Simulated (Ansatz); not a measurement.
Cost and result for the atomization energy of C₃H₆SiTe, SMILES `C#C[SiH2][Te]C` (11 atoms, 10 bonds).

```xyz
11

C    -1.8728   -1.6311    0.6785
C    -1.2960   -1.0740   -0.2233
Si   -0.3826   -0.1997   -1.5358
Te    0.4263    1.9843   -0.6800
C     1.3966    1.1054    1.0246
H    -2.3894   -2.1261    1.4688
H     0.7358   -1.0767   -1.9639
H    -1.2766    0.0811   -2.6851
H     1.7505    1.9301    1.6405
H     0.6721    0.5107    1.5762
H     2.2362    0.4960    0.6995
```

Total charge 0; spin multiplicity 1. Correlated methods include outer-core shells of Te, which these sets cover unevenly. Te: def2 effective core potential. All single points use the PBE0-D4/def2-TZVP geometry. It is one conformer, not always the lowest. Program: Ansatz. All runs use 4 threads of an Arm Neoverse V1 on a shared host. Times are those of one run each, without the atoms' runs, and a repeat can differ threefold. Electronic energies, without spin–orbit coupling; frozen cores. CCSD(T)/CBS adds CCSD(T) − MP2 in def2-TZVPP to the MP2 limit, and its time is that of the two runs behind it. T1 = 0.011. With those shells the extrapolation isn't a true limit. B3LYP takes the VWN-RPA correlation (the form of Gaussian; ORCA's B3LYP/G).

CCSD(T)/CBS is a level of theory with its own doubt, some kJ/mol a heavy atom from the limit and from the frozen cores, so smaller differences don't rank the functionals.

| level | functions | wall time | atomization (kcal/mol) | difference from CCSD(T)/CBS | per bond |
| --- | --- | --- | --- | --- | --- |
| PBE-D4/def2-TZVPP (with forces) | 269 | 3.2 s | 980.8 | 14.5 | 1.4 |
| PBE0-D4/def2-TZVPP | 269 | 4.2 s | 964.5 | -1.8 | -0.2 |
| r2SCAN-D4/def2-TZVPP (with forces) | 269 | 6.5 s | 962.9 | -3.4 | -0.3 |
| B3LYP-D4/def2-TZVPP (with forces) | 269 | 7 s | 962.1 | -4.2 | -0.4 |
| B2PLYP/def2-TZVPP | 269 | 8 s | 952.0 | -14.3 | -1.4 |
| ωB97X-V/def2-TZVPP | 269 | 11 s | 962.5 | -3.8 | -0.4 |
| ωB97M-V/def2-TZVPP (with forces) | 269 | 15 s | 960.8 | -5.5 | -0.5 |
| MP2/def2-QZVPP | 503 | 31 s | 970.4 | 4.1 | 0.4 |
| CCSD(T)/def2-TZVPP | 269 | 6.1 min | 937.7 | -28.6 | -2.9 |
| CCSD(T)/CBS(def2) | – | 6.6 min | 966.3 | 0.0 | 0.0 |

In def2-TZVPP, CCSD(T) changes the Hartree–Fock value by +236.6 kcal/mol (the triples alone add +17.0 kcal/mol) and MP2 by +252.5 kcal/mol; breaking electron pairs costs correlation energy, which Hartree–Fock lacks. From PBE to PBE0 (25 % exact exchange), in def2-TZVPP and without D4, the atomization energy moves by −15.3 kcal/mol: exact exchange takes away binding that semilocal exchange gives to molecules. The D4 term adds +11.2 kcal/mol with B3LYP and +5.9 kcal/mol with PBE0; it sums over pairs of atoms, weighted by their polarisabilities, and B3LYP, whose exchange is more repulsive, gets the larger term.

Spin–orbit coupling would lower the free Te atoms strongly, and the atomization energy with them, by more than many differences here.
